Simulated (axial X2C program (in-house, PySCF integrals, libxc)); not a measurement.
# Photoelectron levels of CuO⁻ by EOM-IP-CCSD

Calculated with an axial X2C code built on PySCF integrals: two-component X2C with atomic mean-field Coulomb and Gaunt terms, Gaussian nuclei, basis Cu dyall-acv3z, O dyall-av3z with contracted cores.

R = 1.672 Å (near the PBE0 minimum at charge -1 of the determinant lowest at the starting distance; the state shown can have its own minimum elsewhere).

Vertical detachment energies of CuO⁻ to the states of CuO:

```
Ω of CuO  vertical detachment energy (eV)  above lowest (cm⁻¹)                  ionised spinor  one-hole weight
     3/2                            1.723                    0   76% O pπ, 15% Cu dπ, 8% Cu pπ             0.90
     1/2                            1.754                  246   75% O pπ, 14% Cu dπ, 8% Cu pπ             0.90
     1/2                            2.432                 5713  46% O pσ, 32% Cu sσ, 16% Cu dσ             0.93
     5/2                            4.820                24976                      100% Cu dδ             0.91
```

(1) What is the splitting of the first π pair in the table, and is it regular or inverted?

This point took 41 s on 1 thread of Intel(R) Xeon(R) Processor @ 2.30GHz, on a shared host.

Reference electrons by ω block (each with its −ω partner): 1/2: 13, 3/2: 5, 5/2: 1. 18 electrons of CuO⁻ correlated (inner shells frozen), 94 natural virtual spinors (a truncated set); levels can be off by some tenths of an eV. Roots sought by Ω: (1/2: 4, 3/2: 3, 5/2: 1); the list ends where they run out and leaves out roots under 60 % one-particle weight. The solver can skip a root, and states that need a further excitation, which the method places far too high, are missing though they may lie low or lowest. T1 of the reference 0.040 (Lee–Taylor). Number of frozen shells: Cu 3 s, 2 p; O 1 s. Large amplitudes in the reference (orbital relaxation or multireference character) lower the reliability.

## Answers

(1) E(3/2) − E(1/2) = 0 − 246 = -246 cm⁻¹ at EOM-IP-CCSD: inverted, Ω = 3/2 lower. Splittings at this level can be off by ten to twenty per cent.
